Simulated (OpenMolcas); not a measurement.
## 3d2 along the 20-electron sequence

```yaml
Program: OpenMolcas 26.06
Method: RASSCF
Basis: ANO-R2
Scalar_Hamiltonian: X2C, finite nucleus
Spin-orbit_coupling: RASSI with atomic mean-field integrals over the reference wave functions, term energies averaged over their components
```

Active space for each ion: 8 electrons in 8 orbitals (RAS1 3p, at most 2 holes; RAS2 3d).

Computed levels in cm-1 above 3F2:

```tsv
Level	Cr4+	Mn5+	Co7+
3F3	539	767	1430
3F4	1228	1736	3196
1D2	15031	17139	21576
3P0	18241	20582	25388
3P1	18432	20858	25923
3P2	18840	21459	27125
1G4	26011	29414	36445
1S0	54158	61496	76447
weight of 3F in the lowest level (%)	100	100	100
```

Measured, with the error of the calculation in %. Measured levels: Cr4+ from Sugar and Corliss, J. Phys. Chem. Ref. Data 6, 317 (1977); Mn5+ from Corliss and Sugar, J. Phys. Chem. Ref. Data 6, 1253 (1977); Co7+ from Sugar and Corliss, J. Phys. Chem. Ref. Data 10, 1097 (1981).

```tsv
Level	Cr4+	Mn5+	Co7+
3F3	508 (+6.1)	746 (+2.8)	1430 (0)
3F4	1142 (+7.6)	1669 (+4.0)	3144 (+1.7)
1D2	13188 (+14.0)	15336 (+11.8)	19624 (+9.9)
3P0	15492 (+17.7)	17782 (+15.7)	22304 (+13.8)
3P1	15677 (+17.6)	18057 (+15.5)	22839 (+13.5)
3P2	16041 (+17.4)	18628 (+15.2)	24055 (+12.8)
1G4	22019 (+18.1)	25511 (+15.3)	32360 (+12.6)
1S0	51146 (+5.9)		74247 (+3.0)
```

The fine-structure level 3F4 changes by a factor of 2.6 from Cr4+ to Co7+. Its fourth root runs 5.92, 6.45, 7.52, with steps per unit of Z of 0.54, 0.53; equal steps would mean a (Z - σ)^4 law with constant σ.

1D2 changes by a factor of 1.44 over the same range, with steps per unit of Z of +2110, +2220 cm-1.

Without dynamic correlation excited terms often stand tens of per cent too high (terms of higher spin than the ground term too low), and those without a measured partner can miss by more than the paired ones. Active for correlation alone: 3p; no level in the range computed is led by a configuration that opens it, so any true level of that kind is missing. Computed and measured levels are paired by configuration, term and J; levels that our copy of the source lacks, or whose pairing is in doubt (as where it misses far off the trend of its configuration), stay unpaired and out of the deviations. Levels of configurations outside the active space are missing.
